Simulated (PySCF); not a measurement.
From one molecule to another.

First species: C₆H₅N₃.
Geometry (GFN2-xTB, Å), atoms numbered from 1 in this order:
```
atom  x, y, z in Å
C1    -1.747   -0.598   -0.236
C2    -1.516    0.763   -0.484
C3    -0.269    1.328   -0.347
C4     0.755    0.479    0.052
N5     2.085    0.630    0.298
N6     2.615   -0.548    0.664
N7     1.728   -1.446    0.672
C8     0.533   -0.899    0.304
C9    -0.741   -1.448    0.157
H10   -2.749   -0.981   -0.361
H11   -2.346    1.382   -0.792
H12   -0.092    2.376   -0.537
H13    2.655    1.458    0.240
H14   -0.912   -2.494    0.349
```

Second species: C₅H₁₁Cl₂FSi.
SMILES with atom numbers: `[CH3:1][C@@:2]([CH2:3][F:4])([CH2:5][Cl:6])[CH2:7][SiH2:8][Cl:9]` (hydrogens: H10, H11, H12 on C1; H13, H14 on C3; H15, H16 on C5; H17, H18 on C7; H19, H20 on Si8)

Cartesian coordinates in Å at the GFN2-xTB level; atoms count from 1:
```
atom  x, y, z in Å
C1    -0.7549   -0.9448   -1.1710
C2    -0.5154   -0.1066    0.0881
C3    -1.8473    0.5276    0.5203
F4    -2.8102   -0.4332    0.7129
C5    -0.0335   -1.0475    1.1936
Cl6    0.4460   -0.1722    2.6677
C7     0.4788    1.0267   -0.1841
Si8    2.2908    0.5397   -0.5280
Cl9    3.2245    2.2265   -1.1196
H10   -1.5419   -1.6743   -0.9940
H11   -1.0610   -0.3041   -1.9943
H12    0.1478   -1.4743   -1.4604
H13   -1.7423    1.0623    1.4691
H14   -2.2300    1.2028   -0.2509
H15    0.8383   -1.6127    0.8664
H16   -0.8321   -1.7317    1.4823
H17    0.1021    1.6111   -1.0276
H18    0.4746    1.7031    0.6747
H19    2.9634    0.0445    0.6681
H20    2.3973   -0.4322   -1.6164
```

Levels: PBE0/pcSseg-1 for dipole moment, HOMO energy, LUMO energy and HOMO–LUMO gap; GFN2-xTB for rotational constant A and rotational constant C. Geometries: GFN2-xTB. Each species is one conformer at its optimised geometry, gas phase, non-relativistic unless stated; the electronic structure was computed with PySCF and density fitting.

Dipoles, sizes and rotational constants follow the conformer. The torsions of the flexible species, by atom-mapped SMILES:
- `[CH3:1][C@@:2]([CH2:3][F:4])([CH2:5][Cl:6])[CH2:7][SiH2:8][Cl:9]`: C1–C2–C3–F4 56°, C1–C2–C5–Cl6 174°, C1–C2–C7–Si8 -68°, C2–C7–Si8–Cl9 171°

Values for the first species:

```
Dipole moment         : 4.05 D
HOMO energy           : -7.21 eV
LUMO energy           : -1.30 eV
HOMO–LUMO gap         : 5.91 eV
Rotational constant A : 4.055 GHz
Rotational constant C : 1.199 GHz
```

Problem. Estimate the same properties for the second species, and the change in each.

Solution. 
```
             property      first     second  second less first
        dipole moment     4.05 D     1.71 D            -2.34 D
          HOMO energy   -7.21 eV   -8.48 eV           -1.27 eV
          LUMO energy   -1.30 eV    0.04 eV           +1.34 eV
        HOMO–LUMO gap    5.91 eV    8.52 eV           +2.61 eV
rotational constant A  4.055 GHz  1.450 GHz         -2.605 GHz
rotational constant C  1.199 GHz  0.432 GHz         -0.767 GHz
```

On the first: The dipole matches unit charges of opposite sign 0.84 Å apart (1 e·Å = 4.8032 D). A dipole of 4.05 D is allowed in Cs, and pure rotational transitions are dipole-allowed.

On the second: In atomic units the dipole is 0.67 e·bohr (1 au = 2.5417 D). A dipole of 1.71 D is allowed in C1, and pure rotational transitions are dipole-allowed.
